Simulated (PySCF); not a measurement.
SMILES [SiH2]([CH2][GeH3])C(=O)O (C2H8GeO2Si), GFN2-xTB optimised geometry.

```
14

O      3.06    -0.36     0.00
C      1.86    -0.36     0.00
O      1.16    -1.51     0.03
Si     0.71     1.17     0.00
C     -0.84     0.69    -0.97
Ge    -1.59    -1.09    -0.52
H      1.75    -2.29     0.06
H      0.40     1.44     1.41
H      1.45     2.29    -0.60
H     -1.61     1.44    -0.80
H     -0.63     0.70    -2.04
H     -1.49    -1.43     0.93
H     -3.06    -1.05    -0.84
H     -1.03    -2.20    -1.34
```

Density from CAM-B3LYP/def2-TZVP run with PySCF at that geometry.

Minimum of the electron density along straight lines between bonded atoms, close to the bond critical point (lines longer than 1.1 times the sum of covalent radii, or with two minima, are not listed):

| bond | length / Å | ρ at the minimum / e bohr⁻³ | ∇²ρ there / e bohr⁻⁵ | position (fraction from the first atom) |
|---|---|---|---|---|
| O1–C2 | 1.204 | [?] | [?] | 0.66 |
| C2–O3 | 1.344 | [?] | -0.61 | 0.34 |
| C2–Si4 | 1.919 | 0.114 | 0.17 | 0.62 |
| Si4–C5 | 1.893 | 0.119 | 0.14 | 0.39 |
| C5–Ge6 | 1.980 | 0.120 | 0.08 | 0.53 |
| O3–H7 | 0.973 | 0.346 | -2.37 | 0.81 |
| Si4–H8 | 1.468 | 0.126 | 0.17 | 0.49 |
| Si4–H9 | 1.464 | 0.128 | 0.16 | 0.49 |
| C5–H10 | 1.090 | 0.273 | -0.90 | 0.64 |
| C5–H11 | 1.090 | 0.272 | -0.90 | 0.64 |
| Ge6–H12 | 1.491 | 0.144 | 0.09 | 0.60 |
| Ge6–H13 | 1.508 | 0.139 | 0.09 | 0.59 |
| Ge6–H14 | 1.492 | 0.144 | 0.09 | 0.60 |

Task: What belongs in the gaps?

Result: 
- O1–C2, ρ at the minimum / e bohr⁻³: 0.433
- O1–C2, ∇²ρ there / e bohr⁻⁵: -0.23
- C2–O3, ρ at the minimum / e bohr⁻³: 0.305
